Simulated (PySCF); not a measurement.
C3F3, SMILES C(#[C])C(F)(F)F, multiplicity 2. Atoms are numbered in the order given.

```xyz
6

C      0.0000     0.0000     2.4123
C      0.0000     0.0000     1.2021
C      0.0000     0.0000    -0.2706
F      1.0764     0.6215    -0.7431
F      0.0000    -1.2429    -0.7431
F     -1.0764     0.6215    -0.7431
```
Charge 0, spin multiplicity 2.

The structure is a stationary point at PBE0-D3(BJ)/def2-SVP. The isomer is the one that the SMILES or the coordinates give; other isomers of the formula were not compared.

All values below come from PBE0/pcH-1 in PySCF.

Unrestricted Kohn–Sham, ⟨S²⟩ = 0.793. Hyperfine tensors hold the contact and dipolar terms, without spin-orbit corrections.

Computed hyperfine couplings:
| nucleus | A(iso) (MHz) | A(iso) (G) | dipolar principal values (MHz) |
|---|---|---|---|
| 13C no. 1 | 1122.8 | 400.6 | -47.4, -47.4, 94.7 |
| 13C no. 2 | 204.2 | 72.9 | -28.6, -28.6, 57.2 |
| 13C no. 3 | 32.4 | 11.5 | -2.6, -2.6, 5.2 |
| 19F no. 4 | -17.9 | -6.4 | -8.7, 1.3, 7.4 |
| 19F no. 5 | -17.9 | -6.4 | -8.7, 1.3, 7.4 |
| 19F no. 6 | -17.9 | -6.4 | -8.7, 1.3, 7.4 |

Q: And the g tensor (effective nuclear charges for spin-orbit coupling, GIAO)? (Estimate from the structure and the level; the computed values follow.)

A: principal values 2.0022, 2.0026, 2.0026; isotropic 2.0025.
